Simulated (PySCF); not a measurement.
**`OCCC1=CSCC1`, C₆H₁₀OS**

Cartesian coordinates in Å; atom numbers follow the order of the lines, from 1:
```xyz
18

O    -1.859    0.966   -1.315
C    -2.082    0.359   -0.066
C    -1.179   -0.861    0.195
C     0.244   -0.470    0.435
C     0.880   -0.579    1.596
S     2.542   -0.034    1.598
C     2.359    0.657   -0.093
C     1.076    0.082   -0.692
H    -2.050    0.327   -2.011
H    -1.883    1.134    0.677
H    -3.134    0.050    0.024
H    -1.234   -1.531   -0.669
H    -1.563   -1.392    1.067
H     0.491   -0.970    2.517
H     2.307    1.740    0.015
H     3.250    0.399   -0.661
H     1.303   -0.726   -1.397
H     0.523    0.853   -1.232
```

Level of theory: PySCF 2.14.0, GIAO KT3/pcSseg-1 magnetisability, rotational g tensor and spin-rotation constants, non-relativistic, gas phase. Geometry: GFN2-xTB.

**Question.** Give the nuclear spin-rotation constants along the inertial axes (H = +C I·J) beside the isotropic shieldings.

**Answer.** Rotational constants 3.8831, 0.9691, 0.8410 GHz. A star marks the isotopologue with that one atom substituted, in its own axes.
```csv
atom,isotope,Caa (kHz),Cbb (kHz),Ccc (kHz),mean (kHz),σ (ppm)
H9,1H,-0.400,-0.129,-0.020,-0.183,32.0
H10,1H,-0.288,-0.115,0.036,-0.122,28.2
H11,1H,0.061,-0.060,-0.074,-0.024,27.3
H12,1H,-0.370,-0.103,0.013,-0.153,29.9
H13,1H,-0.419,0.046,-0.095,-0.156,29.2
H14,1H,-0.373,0.084,-0.098,-0.129,26.4
H15,1H,-0.381,-0.072,0.015,-0.146,28.3
H16,1H,-0.222,-0.049,-0.045,-0.105,28.5
H17,1H,-0.406,-0.096,0.030,-0.157,29.1
H18,1H,-0.121,-0.037,-0.062,-0.074,27.8
O1,17O*,-0.439,-0.129,-0.056,-0.208,269.5
C2,13C*,0.933,0.189,0.205,0.442,112.4
C3,13C*,0.714,0.182,0.147,0.348,142.5
C4,13C*,1.259,0.415,0.165,0.613,55.9
C5,13C*,1.198,0.368,0.169,0.578,67.8
S6,33S*,1.153,0.198,0.298,0.550,439.4
C7,13C*,0.623,0.148,0.178,0.317,146.7
C8,13C*,0.695,0.156,0.173,0.341,143.2
```
For the geometry as given, no vibrational averaging.

**Question.** How do the rotational constants and the g tensor change when H9, H10, H11, H12, H13, H14, H15, H16, H17, H18 are replaced by deuterium?

**Answer.** Constants 3.0945, 0.8841, 0.7597 GHz; g -0.0253, -0.0081, -0.0060, against -0.0313, -0.0088, -0.0066 before.
